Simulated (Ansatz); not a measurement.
This geometry of a periodic cell of 31 atoms, Al (host Al, host structure fcc, one Al atom removed) is a first-order saddle point.

These are results of DFT PBEsol, scalar-relativistic, plane waves, PAW in Ansatz 0.2.0, not measurements. Settings: PAW set soft_1, cutoff 420 eV, k mesh 2x2x2, gaussian smearing 0.1 eV, no spin polarisation.

```xyz
31
Lattice="8.1000 0.0000 0.0000 0.0000 8.1000 0.0000 0.0000 0.0000 8.1000" Properties=species:S:1:pos:R:3
Al 4.030 0.014 -0.027
Al 6.073 0.035 1.991
Al 0.016 0.014 -0.027
Al 2.023 2.012 -0.015
Al 3.864 4.111 -0.061
Al 6.073 6.041 0.033
Al 2.023 -0.056 2.041
Al 3.864 1.967 2.083
Al 6.073 3.039 1.012
Al 4.004 -0.009 4.059
Al 6.073 2.060 4.013
Al 6.073 0.008 6.081
Al 0.182 4.111 -0.061
Al 2.023 6.134 -0.019
Al 0.182 1.967 2.083
Al 2.023 4.065 2.038
Al 4.030 6.063 2.050
Al 0.042 -0.009 4.059
Al 2.023 2.009 4.106
Al 4.030 4.077 4.036
Al 6.073 6.069 4.042
Al 2.023 -0.001 6.072
Al 4.030 2.001 6.087
Al 6.073 4.018 6.108
Al 0.016 6.063 2.049
Al 0.016 4.077 4.036
Al 2.023 6.079 4.051
Al 0.016 2.001 6.086
Al 2.023 4.069 6.016
Al 4.004 6.087 6.063
Al 0.042 6.087 6.063
```

Q: Which two structures does it join? (They come from a converged band through this point; their orientation in space is the band's.)

A: The atom that moves furthest is Al9, by 2.89 Å.

Initial state:

```xyz
31
Lattice="8.1000 0.0000 0.0000 0.0000 8.1000 0.0000 0.0000 0.0000 8.1000" Properties=species:S:1:pos:R:3
Al 4.034 -0.007 -0.001
Al 6.071 -0.008 2.038
Al 0.006 -0.011 0.000
Al 2.019 2.026 -0.003
Al 4.035 4.064 -0.001
Al 6.073 6.079 -0.003
Al 2.022 -0.014 2.041
Al 4.032 2.028 2.036
Al 6.072 4.065 2.033
Al 4.029 -0.012 4.049
Al 6.073 2.029 4.046
Al 6.072 -0.006 6.061
Al 0.005 4.063 -0.003
Al 2.021 6.078 -0.001
Al 0.006 2.027 2.033
Al 2.021 4.071 2.038
Al 4.030 6.078 2.040
Al 0.014 -0.016 4.048
Al 2.022 2.025 4.047
Al 4.029 4.071 4.048
Al 6.074 6.079 4.048
Al 2.023 -0.015 6.055
Al 4.036 2.027 6.062
Al 6.071 4.064 6.061
Al 0.012 6.076 2.041
Al 0.012 4.068 4.046
Al 2.022 6.079 4.047
Al 0.008 2.024 6.058
Al 2.022 4.069 6.055
Al 4.030 6.078 6.056
Al 0.012 6.076 6.053
```

Final state:

Only the atoms that move by more than 0.05 Å are listed.
```
Al9 6.075 2.021 -0.004
```

Q: How far does it lie above each of them?

A: 0.50 eV above the first and 0.50 eV above the second. This is the barrier of this one path; another mechanism may lie lower. Limits of this set-up: coarse k mesh, PAW files made for another functional.

The run took 9.8 min on 2 threads of Intel(R) Xeon(R) Platinum 8259CL CPU @ 2.50GHz (Skylake/Cascade Lake) (shared host), peak memory 2 GiB.
